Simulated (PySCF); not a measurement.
Cu₂, singlet, geometry from GFN2-xTB (such geometries of metal compounds can be far from the true shape); PySCF with B3LYP/6-31G, TDA.

Input for PySCF:
```python
from pyscf import gto, scf, dft, tdscf

mol = gto.Mole()
mol.atom = '''
    Cu   -0.00000000   -0.00000000   -1.11239381
    Cu    0.00000000    0.00000000    1.11239381
'''
mol.basis = '6-31g'
mol.verbose = 4
mol.build()

mf = dft.RKS(mol)
mf.xc = 'b3lyp'
mf.kernel()
td = mf.TDA()
td.nstates = 5
td.kernel()
td.analyze()
```

Problem. Write the output that PySCF gives for this input, abridged.

Solution. 
```
PySCF version 2.14.0

[INPUT] verbose = 4
[INPUT] num. atoms = 2
[INPUT] num. electrons = 58
[INPUT] charge = 0
[INPUT] spin (= nelec alpha-beta = 2S) = 0
[INPUT] symmetry False subgroup None
[INPUT] Mole.unit = angstrom
[INPUT] Symbol           X                Y                Z      unit          X                Y                Z       unit  Magmom
[INPUT]  1 Cu     0.000000000000   0.000000000000  -1.112393810000 AA    0.000000000000   0.000000000000  -2.102119643561 Bohr   0.0
[INPUT]  2 Cu     0.000000000000   0.000000000000   1.112393810000 AA    0.000000000000   0.000000000000   2.102119643561 Bohr   0.0

nuclear repulsion = 200.036187896317
number of shells = 22
number of NR pGTOs = 180
number of NR cGTOs = 54
basis = 6-31g
ecp = {}

******** <class 'pyscf.dft.rks.RKS'> ********
method = RKS
initial guess = minao
damping factor = 0
level_shift factor = 0
DIIS = <class 'pyscf.scf.diis.CDIIS'>
diis_start_cycle = 1
diis_space = 8
diis_damp = 0
SCF conv_tol = 1e-09
SCF conv_tol_grad = None
SCF max_cycles = 50
direct_scf = True
direct_scf_tol = 1e-13
XC library pyscf.dft.libxc version 7.1.2
    S. Lehtola, C. Steigemann, M. J. T. Oliveira, and M. A. L. Marques,  SoftwareX 7, 1–5 (2018)
XC functionals = b3lyp
    P. J. Stephens, F. J. Devlin, C. F. Chabalowski, and M. J. Frisch,  J. Phys. Chem. 98, 11623 (1994)
radial grids:
    Treutler-Ahlrichs [JCP 102, 346 (1995); DOI:10.1063/1.469408] (M4) radial grids

becke partition: Becke, JCP 88, 2547 (1988); DOI:10.1063/1.454033
pruning grids: <function nwchem_prune>
grids dens level: 3
symmetrized grids: False
atomic radii adjust function: <function treutler_atomic_radii_adjust>
small_rho_cutoff = 0
Set gradient conv threshold to 3.16228e-05
Initial guess from minao.
tot grids = 41280
init E= -3279.70378097291
  HOMO = -0.112866094246995  LUMO = -0.101739265682864  gap/eV = 0.30278
cycle= 1 E= -3280.00079325269  delta_E= -0.297  |g|= 1.81  |ddm|= 5.18
  HOMO = -0.34253167528027  LUMO = -0.203391895270243  gap/eV = 3.78619
cycle= 2 E= -3279.09858224168  delta_E= 0.902  |g|= 3.46  |ddm|= 6.11
  HOMO = -0.228980471445475  LUMO = -0.121817347078634  gap/eV = 2.91606
cycle= 3 E= -3280.35720534898  delta_E= -1.26  |g|= 0.606  |ddm|= 2.69
  HOMO = -0.129387289472751  LUMO = -0.0734979825772624  gap/eV = 1.52083
cycle= 4 E= -3280.40519542418  delta_E= -0.048  |g|= 0.134  |ddm|= 2.57
  HOMO = -0.15391431178237  LUMO = -0.0818324582065033  gap/eV = 1.96145
cycle= 5 E= -3280.40836771545  delta_E= -0.00317  |g|= 0.00586  |ddm|= 0.476
  HOMO = -0.153134223247928  LUMO = -0.0817925160576256  gap/eV = 1.94131
cycle= 6 E= -3280.40839359965  delta_E= -2.59e-05  |g|= 0.00221  |ddm|= 0.0393
  HOMO = -0.153325329039891  LUMO = -0.0817666080536439  gap/eV = 1.94721
cycle= 7 E= -3280.40839496912  delta_E= -1.37e-06  |g|= 0.00163  |ddm|= 0.00645
  HOMO = -0.153512681274682  LUMO = -0.0818011571437363  gap/eV = 1.95137
cycle= 8 E= -3280.40839543066  delta_E= -4.62e-07  |g|= 0.000526  |ddm|= 0.00709
  HOMO = -0.153588552796806  LUMO = -0.0818220675012702  gap/eV = 1.95287
cycle= 9 E= -3280.40839547291  delta_E= -4.22e-08  |g|= 7.09e-05  |ddm|= 0.0027
  HOMO = -0.153600581335991  LUMO = -0.0818254844077511  gap/eV = 1.95310
cycle= 10 E= -3280.40839547371  delta_E= -8.02e-10  |g|= 1.41e-06  |ddm|= 0.000429
  HOMO = -0.153599785400275  LUMO = -0.0818252489008273  gap/eV = 1.95308
Extra cycle  E= -3280.4083954737  delta_E= 8.19e-12  |g|= 4.77e-06  |ddm|= 2.37e-05
converged SCF energy = -3280.4083954737

******** <class 'pyscf.tdscf.rks.TDA'> for <class 'pyscf.dft.rks.RKS'> ********
nstates = 5 singlet
deg_eia_thresh = 1.000e-03
wfnsym = None
conv_tol = 1e-05
eigh lindep = 1e-12
eigh level_shift = 0
eigh max_cycle = 100

Excitation energies (eV)
[0.4211851  0.42122347 0.49816369 0.49820193 1.30376168]

** Singlet excitation energies and oscillator strengths **
Excited State   1:      0.42119 eV   2943.70 nm  f=0.0000
      29 -> 30       -0.70059
Excited State   2:      0.42122 eV   2943.43 nm  f=0.0000
      28 -> 30       -0.70059
Excited State   3:      0.49816 eV   2488.82 nm  f=0.0000
      27 -> 30        0.70001
Excited State   4:      0.49820 eV   2488.63 nm  f=0.0000
      26 -> 30       -0.70001
Excited State   5:      1.30376 eV    950.97 nm  f=0.0000
      25 -> 30       -0.67467

** Transition electric dipole moments (AU) **
state          X           Y           Z        Dip. S.      Osc.
  1        -0.0000     -0.0000      0.0000      0.0000      0.0000
  2        -0.0000      0.0000      0.0000      0.0000      0.0000
  3        -0.0000     -0.0000     -0.0000      0.0000      0.0000
  4        -0.0000      0.0000      0.0000      0.0000      0.0000
  5        -0.0000     -0.0000      0.0000      0.0000      0.0000

** Transition velocity dipole moments (imaginary part, AU) **
state          X           Y           Z        Dip. S.      Osc.
  1        -0.0000     -0.0000      0.0000      0.0000      0.0000
  2        -0.0000      0.0000      0.0000      0.0000      0.0000
  3         0.0000     -0.0000     -0.0000      0.0000      0.0000
  4         0.0000      0.0000      0.0000      0.0000      0.0000
  5        -0.0000     -0.0000      0.0000      0.0000      0.0000

** Transition magnetic dipole moments (imaginary part, AU) **
state          X           Y           Z
  1        -0.0000      0.0000     -0.0000
  2         0.0000     -0.0000      0.0000
  3         0.0000     -0.0000     -0.0000
  4         0.0000     -0.0000     -0.0000
  5         0.0000      0.0000     -0.0000
```
